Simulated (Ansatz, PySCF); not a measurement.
Gas-phase reaction (SMILES): O=[SiH2] [oxosilane] + H+ → [OH+]=[SiH2]; protonation at O, whose ΔH is minus the proton affinity.

Structures are relaxed separately at B3LYP-D3(BJ)/def2-TZVP in Ansatz (a first-principles code). Valence correlation only, unless marked. No spin-orbit coupling. Non-relativistic. CBS marks a two-point X^-3 extrapolation of the correlation energy; Hartree-Fock from the larger set. Thermal terms are rigid-rotor harmonic-oscillator values from B3LYP-D3(BJ) frequencies (Ansatz or PySCF) at 298.15 K and 1 atm. 1 Eh = 627.5095 kcal/mol. The proton has no electrons: its energy is zero and its thermal terms are those of translation.

```tsv
species	E, CCSD(T)/CBS(def2-TZVPPD,def2-QZVPPD) (Ansatz) (Eh)	E, B3LYP-D3(BJ)/def2-TZVPD (Ansatz + dftd3) (Eh)	H - E (Eh)	G - E (Eh)
O=[SiH2]	-365.42934	-365.97553	0.02250	-0.00419
H+	0.00000	0.00000	0.00236	-0.01000
[OH+]=[SiH2]	-365.76016	-366.30578	0.03427	0.00623
```

Q: Work out ΔE and ΔH, ΔG, ΔS and the equilibrium constant at 298.15 K at the first level, then ΔH at the second.

A: 
1. ΔE = [(-365.76016)] - [(-365.42934) + (0.00000)] = -0.33082 Eh = -207.6 kcal/mol at CCSD(T)/CBS(def2-TZVPPD,def2-QZVPPD).
2. The terms H - E add up to 0.00941 Eh, so ΔH = (-0.33082 + (0.00941))×627.5095 = -201.7 kcal/mol.
3. The terms G - E add up to 0.02042 Eh, so ΔG = -194.8 kcal/mol, and ΔS = (0.00941 - (0.02042))×627509.5/298.15 = -23.2 cal/(mol K).
4. log10 K = -ΔG/(RT ln 10) = 142.8, with RT ln 10 = 1.3642 kcal/mol.
5. At B3LYP-D3(BJ)/def2-TZVPD the same steps give ΔE = -207.2 and ΔH = -201.3 kcal/mol, a shift of +0.4 from the first level.
6. These values are not checked against measurement here, since the tables used lack a sound gas-phase enthalpy of formation for at least one species, or one in the same ion convention.
